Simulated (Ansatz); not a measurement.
HAu₂⁻. Total charge -1; triplet. Geometry PBE-D4/def2-TZVP, that of the neutral doublet; atoms count from 1.

Cartesian coordinates in Å:
```
Au -0.462 -0.296 0.211
Au 0.265 1.940 -0.891
H 0.197 -1.644 0.680
```

In the def2 sets Au takes a core potential; there is no spin–orbit coupling. The highest occupied level of the charge -1 triplet lies above zero (up to 1.01 eV). By energy differences its removal costs 0.59 eV (vertical, to the charge 0 doublet, at PBE0-D4/def2-TZVPD); a positive level beside a positive removal energy at the same level points to self-interaction error. At PBE0-D4/def2-TZVPD a singlet of charge -1 lies 2.15 eV below the triplet at the same geometry. The structure comes from a short search, and lower isomers may exist.

(1) Estimate the Mulliken populations from the PBE0/def2-TZVPD orbitals of Ansatz.

(2) Where does the spin sit?

(3) And the Mayer bond orders between bonded heavy atoms (over 0.3)?

Answers

(1) 
```tsv
atom	charge (e)	spin (α − β)	d electrons
Au1	-0.59	0.64	9.60
Au2	-0.44	1.02	9.89
H3	0.03	0.34	–
```
Mulliken values and Mayer orders depend strongly on the basis. With diffuse functions, as here, like atoms can get unlike values, and bond orders can come out too low or too high.

(2) Summed by element: Au 1.66, H 0.34, of 2 unpaired in all. Largest on single atoms: Au2 1.02, Au1 0.64, H3 0.34.

(3) Au1–Au2 1.05 (2.60 Å).
